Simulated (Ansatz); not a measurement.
Start from `[SiH3]CC[SeH]` and change one atom or group to get `FCC[SiH3]`.

Ansatz, PBE0-D4/def2-TZVP geometries, multiplicity 1. Each molecule was computed in one conformer, which needn't be the lowest.

Scalar relativity is left out up to krypton.

| property | `[SiH3]CC[SeH]` |
| --- | --- |
| size of the dipole moment (ωB97M-V/def2-TZVPP) / D | 0.94 |
| HOMO energy (B3LYP/def2-TZVPP) / eV | -6.31 |
| size of the dipole moment (PBE/def2-TZVPP) / D | 0.90 |
| HOMO energy (PBE/def2-TZVPP) / eV | -5.40 |
| HOMO–LUMO gap (B3LYP/def2-TZVPP) / eV | 5.96 |
| LUMO energy (B3LYP/def2-TZVPP) / eV | -0.35 |

(1) What does the change do to each property? (An estimate is asked.)

## Answers

(1) The calculation gave: 
```csv
property,`FCC[SiH3]`,shift
size of the dipole moment (ωB97M-V/def2-TZVPP) / D,2.00,1.06
HOMO energy (B3LYP/def2-TZVPP) / eV,-8.64,-2.33
size of the dipole moment (PBE/def2-TZVPP) / D,1.92,1.02
HOMO energy (PBE/def2-TZVPP) / eV,-7.43,-2.03
HOMO–LUMO gap (B3LYP/def2-TZVPP) / eV,9.06,3.10
LUMO energy (B3LYP/def2-TZVPP) / eV,0.43,0.78
```

With PBE0 the HOMO falls by 2.28 eV and the LUMO rises by 0.78 eV, so the gap widens by about 3.06 eV. PBE moves the HOMO by -2.03 eV and ωB97M-V by -2.35 eV. Dipoles are sizes alone; their direction can turn.

B3LYP here is the variant with VWN-RPA as its local correlation; programs differ in this.

Spin–orbit coupling is left out; it splits and shifts lone-pair levels of the heavy atoms by tenths of an eV.
